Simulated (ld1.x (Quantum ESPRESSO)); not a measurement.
**Scattering properties, ultrasoft potential for Lu (Z = 71)**

Lu (Z = 71), ultrasoft, made with ld1.x (Quantum ESPRESSO) 7.5 (PBEsol, scalar-relativistic). Core [Kr] 4d10, reference 4f14 5s2 5p6 5d1 6s0.5 6p0 (charge +1.5). Waves: 5s (bound): rcut 1.50, rcutus 1.80 bohr; 6s (bound): rcut 1.50, rcutus 1.80 bohr; 5p (bound): rcut 2.00, rcutus 2.65 bohr; 6p (bound, empty): rcut 2.00, rcutus 2.65 bohr; 5d (bound): rcut 2.55, rcutus 2.70 bohr; 5d channel at 0.6 Ry: rcut 2.55, rcutus 2.70 bohr; 4f (bound): rcut 1.15, rcutus 1.25 bohr; 4f channel at 2 Ry: rcut 1.15, rcutus 1.25 bohr. Local part: all-electron potential smoothed inside 1.90 bohr (lloc = -2). Core correction: none. Augmentation charge: PSQ, inside the norm-conserving radii.

The phase is arctan(r·u′/u) with u = r·R(r), unwrapped; energies in Ry, scanned from -7 to 5 Ry. A pole is an energy at which the radial function vanishes at the test radius. The pseudo phase is shifted by a multiple of π to meet the all-electron one at the reference energy, and phase errors are pseudo minus all-electron; the curves can meet again beyond the range given. Levels narrower than the energy grid can be missing from the lists of poles.

| channel | radius (bohr) | reference energy (Ry) | poles, all-electron | poles, pseudo | unbroken range about the reference energy with phases within 0.05 rad | phase error 1 Ry above the reference energy (rad) |
| --- | --- | --- | --- | --- | --- | --- |
| s | 2.95 | -0.97 | -5.25, 1.00 | -5.25, 0.99 | below 3.5 | -0.000 |
| p | 2.95 | -0.63 | -3.03, 2.38 | -3.03, 1.50 | below 0.0 | -0.072 |
| d | 2.95 | -0.83 | -0.28, 4.81 | -0.28, 3.69 | below 1.6 | -0.000 |
| f | 2.95 | -1.49 | -1.47, 2.61 | -1.47, 2.61 | below 4.9 | +0.000 |

Phases in the f channel:

```csv
E (Ry),all-electron,pseudo
-7.00,1.443,1.443
-6.48,1.438,1.438
-5.96,1.432,1.432
-5.44,1.425,1.425
-4.92,1.418,1.418
-4.40,1.409,1.409
-3.88,1.399,1.399
-3.36,1.386,1.386
-2.84,1.370,1.370
-2.32,1.349,1.349
-1.80,1.313,1.313
-1.28,-1.828,-1.828
-0.76,-1.903,-1.903
-0.24,-2.017,-2.017
0.28,-2.297,-2.296
0.80,-3.301,-3.300
1.32,-4.276,-4.276
1.84,-4.552,-4.552
2.36,-4.672,-4.672
2.88,-4.750,-4.750
3.40,-4.821,-4.820
3.92,-4.912,-4.910
4.44,-5.090,-5.080
4.96,-5.777,-5.702
```
